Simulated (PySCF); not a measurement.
Assigning NMR signals

Atoms are numbered as in `[CH3:1]/[CH:2]=[C:3]1[CH:4]=[C:5]/1[O:6][CH3:7]` (H(Xn): hydrogen on atom n).

Rapidly exchanging positions averaged, single conformer, relativity neglected, in vacuum. B3LYP/pcJ-1 coupling constants (without the spin–dipole term); geometry from GFN2-xTB; shielding tensors at PBE0/pcSseg-1 (GIAO); PySCF 2.14.0 with density-fitted response routines.

Chemical shifts δ = σref − σ; ¹³C (σ = 186.93 ppm), ¹H (σ = 31.72 ppm) vs TMS, all at this level.

Task: Assign these signals to the numbered atoms. ¹³C{¹H} NMR (computed): δ 162.6, 120.4, 96.9, 73.3, 60.3, 19.4.

Result: 
| δ (ppm) | atoms | environment | reason |
| --- | --- | --- | --- |
| 162.6 | C5 | alkene carbon bearing oxygen | an sp2 carbon further deshielded by the attached heteroatom |
| 120.4 | C3 | fully substituted alkene carbon | as expected for a trigonal carbon in a double bond |
| 96.9 | C4 | β carbon of an enol-ether or enamine type C=C | the O or N lone pair pushes π density onto this β carbon and shields it |
| 73.3 | C2 | alkene CH | – |
| 60.3 | C7 | methyl carbon bonded to O | the inductive effect lowers its shielding |
| 19.4 | C1 | allylic methyl carbon | aliphatic region, no heteroatom directly attached |

Task: Assign these signals to the numbered atoms. ¹H NMR (400 MHz, computed): δ 5.99 (d, J = 2.4 Hz, 1H), 4.08 (s, 3H), 3.91 (qd, J = 6.8, 2.4 Hz, 1H), 1.79 (d, J = 6.8 Hz, 3H).

Result: 
```tsv
δ (ppm)	atoms	environment	reason
5.99	H(C4)	hydrogen on a β carbon of an enol-ether or enamine type C=C	a vinylic proton, deshielded by the sp2 carbon and the C=C anisotropy
4.08	H(C7)	hydrogen on a methyl carbon bonded to O	its carbon carries O, hence the downfield position
3.91	H(C2)	hydrogen on an alkene CH	attached to an sp2 carbon and in the plane of the double bond
1.79	H(C1)	hydrogen on an allylic methyl carbon	allylic position
```

Multiplet labels drop couplings under 1 Hz and merge nearly equal ones. Unscaled 3J(H,H) at this level run about 10 % above measured values. Shifts are as computed. Against solution values, carbons near 30 ppm lie about +3 ppm off and those near 130 ppm about +5 ppm. Of 1211 compounds with measured shifts, 218 miss one by over three times the rms of a fit or turn the order of signals round; such compounds aren't used in these exercises.
